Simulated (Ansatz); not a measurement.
Abridged output of a molecular run in Ansatz:

```
Functional definition: HF
920 factors; integrals over basis functions are off by at most 1.2e-3 eV
mean field evaluation 1: about -22202.6280 eV, gradient 3.7e1 eV
mean field evaluation 2: about -22202.7011 eV, gradient 3.7e1 eV
mean field evaluation 4: about -22205.7003 eV, gradient 3.2e0 eV
mean field evaluation 8: about -22205.7401 eV, gradient 1.7e-1 eV
mean field -22205.74027320 eV, -816.0459034489 hartree, gradient 1.9e-6 eV, S^2 0.000000; 0 other end points of the search recorded, 0 dependent functions left out
13 core orbitals not correlated: weight in the atoms' cores, before any rotation towards them, 1.000 or more for the frozen orbitals, at most 0.000 for the correlated occupied ones
reference -22205.74027320 eV, -816.0459034489 hartree; 14, 14 occupied and 71, 71 virtual orbitals, 920 factors
second order -17.63141043 eV of doubles, -0.00000000 eV of singles
cycle   1  -18.12923320 eV  change   -5.0e-1 eV  update   9.8e-2
cycle   2  -18.57519157 eV  change   -4.5e-1 eV  update   2.8e-2
cycle   3  -18.67931297 eV  change   -1.0e-1 eV  update   1.4e-2
cycle   4  -18.67168991 eV  change    7.6e-3 eV  update   3.3e-3
cycle   5  -18.67085853 eV  change    8.3e-4 eV  update   1.2e-3
cycle   6  -18.67096964 eV  change   -1.1e-4 eV  update   3.7e-4
cycle   7  -18.67074090 eV  change    2.3e-4 eV  update   1.2e-4
cycle   8  -18.67069201 eV  change    4.9e-5 eV  update   4.5e-5
cycle   9  -18.67070646 eV  change   -1.4e-5 eV  update   1.8e-5
perturbative correction -0.48651096 eV, -0.0178789478 hartree
Total energy: -22224.89749062 eV, -816.7499182035 hartree
```

Its atoms:

Z-matrix (Å, degrees):
```
Al
O 1 1.962
S 1 2.291 2 76.6
B 1 2.544 2 33.8 3 0.9
H 1 1.584 2 107.0 3 113.9
H 1 1.584 2 107.3 3 -114.0
H 2 0.961 1 143.2 3 -175.6
O 4 1.350 1 166.0 2 4.9
H 8 0.960 4 113.3 1 175.5
```

Task: Which basis set was used?
A. def2-SVP
B. def2-QZVPP
C. def2-SVPD
D. cc-pV(T+d)Z

Result: A. It gives 98 functions.

Task: Write the keys of the input that set method, charge and spin (a neutral closed shell needs none for the last two).

Result: 
```yaml
correlation: {method: ccsd_t}
```
